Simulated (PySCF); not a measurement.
# Solvent effects on NMR parameters

Molfile (atoms numbered from 1):
```
C4H13NOSi2
     RDKit          3D

 21 21  0  0  0  0  0  0  0  0999 V2000
    1.8576    1.2273   -0.4684 C   0  0  0  0  0  0  0  0  0  0  0  0
    1.3164    0.0547    0.1733 N   0  0  0  0  0  0  0  0  0  0  0  0
    2.2171   -0.5893    1.0926 C   0  0  0  0  0  0  0  0  0  0  0  0
   -0.0556   -0.7677   -0.4931 Si  0  0  1  0  0  4  0  0  0  0  0  0
   -1.1361   -1.5093    0.8668 C   0  0  0  0  0  0  0  0  0  0  0  0
   -1.9958   -0.3355    1.3902 C   0  0  0  0  0  0  0  0  0  0  0  0
   -2.4000    0.7530   -0.1101 Si  0  0  0  0  0  4  0  0  0  0  0  0
   -1.0956    0.3975   -1.1108 O   0  0  0  0  0  0  0  0  0  0  0  0
    2.1252    1.9981    0.2789 H   0  0  0  0  0  0  0  0  0  0  0  0
    1.1111    1.6670   -1.1457 H   0  0  0  0  0  0  0  0  0  0  0  0
    2.7721    1.0099   -1.0570 H   0  0  0  0  0  0  0  0  0  0  0  0
    2.5216    0.1019    1.9012 H   0  0  0  0  0  0  0  0  0  0  0  0
    1.7374   -1.4573    1.5708 H   0  0  0  0  0  0  0  0  0  0  0  0
    3.1463   -0.9499    0.6056 H   0  0  0  0  0  0  0  0  0  0  0  0
    0.2737   -1.7222   -1.5963 H   0  0  0  0  0  0  0  0  0  0  0  0
   -0.5833   -2.0118    1.6768 H   0  0  0  0  0  0  0  0  0  0  0  0
   -1.7758   -2.2805    0.4028 H   0  0  0  0  0  0  0  0  0  0  0  0
   -1.4044    0.2749    2.0936 H   0  0  0  0  0  0  0  0  0  0  0  0
   -2.8895   -0.6765    1.9373 H   0  0  0  0  0  0  0  0  0  0  0  0
   -2.4488    2.2119    0.2016 H   0  0  0  0  0  0  0  0  0  0  0  0
   -3.6747    0.3679   -0.7889 H   0  0  0  0  0  0  0  0  0  0  0  0
  1  2  1  0
  2  3  1  0
  2  4  1  0
  4  5  1  0
  5  6  1  0
  6  7  1  0
  7  8  1  0
  8  4  1  0
  1  9  1  0
  1 10  1  0
  1 11  1  0
  3 12  1  0
  3 13  1  0
  3 14  1  0
  4 15  1  6
  5 16  1  0
  5 17  1  0
  6 18  1  0
  6 19  1  0
  7 20  1  0
  7 21  1  0
M  END
```

GIAO PBE0/pcSseg-1 in PySCF 2.14.0 with density-fitted response routines on one PBE0-D3(BJ)/def2-SVP conformer, non-relativistic, equivalent nuclei averaged. Solvents enter as an IEF-PCM continuum (methanol with ε = 32.6, acetonitrile with ε = 35.7) around the gas-phase geometry. Shifts are referred to TMS computed in the same medium.

Gas phase, δ in ppm: C1/C3 35.9, C5 9.0, C6 6.5, Si7 0.5, Si4 -2.0, H15 5.14, H20 5.12, H21 4.94, H9/H10/H11/H12/H13/H14 2.46, H16 1.18, H18 0.95, H19 0.85, H17 0.34. Dipole moment 1.94 D.

Problem. How does each δ change in the continuum?

Solution. 
```csv
atoms,environment,"Δδ, methanol","Δδ, acetonitrile"
C1/C3,methyl carbon bonded to N,+0.5,+0.5
C5,sp3 CH2 bonded to Si,+0.4,+0.4
C6,sp3 CH2 bonded to Si,+0.6,+0.6
Si7,"silicon bonded to C, O, 2 H, in a 5-membered ring",+1.4,+1.4
Si4,"silicon bonded to C, N, O, H, in a 5-membered ring",+0.7,+0.7
H15,"hydrogen on a silicon bonded to C, N, O, in a 5-membered ring",-0.10,-0.10
H20,"hydrogen on a silicon bonded to C, O, in a 5-membered ring",-0.06,-0.06
H21,"hydrogen on a silicon bonded to C, O, in a 5-membered ring",-0.08,-0.08
H9/H10/H11/H12/H13/H14,hydrogen on a methyl carbon bonded to N,+0.03,+0.03
H16,hydrogen on an sp3 CH2 bonded to Si,+0.20,+0.20
H18,hydrogen on an sp3 CH2 bonded to Si,+0.07,+0.07
H19,hydrogen on an sp3 CH2 bonded to Si,+0.16,+0.16
H17,hydrogen on an sp3 CH2 bonded to Si,+0.12,+0.13
```

Changes are relative to the gas phase. The dipole moment becomes 2.59 D in methanol, 2.60 D in acetonitrile.

Problem. Which of the listed nuclei move most (in ppm), and what does the model miss? (N and O are left out, as their reference compounds move with the solvent too.)

Solution. Si7 (silicon bonded to C, O, 2 H, in a 5-membered ring, +1.4 ppm) in acetonitrile. A continuum only polarises the solute; specific hydrogen bonds, the anisotropy of aromatic solvents and changes of geometry or conformer are outside it.
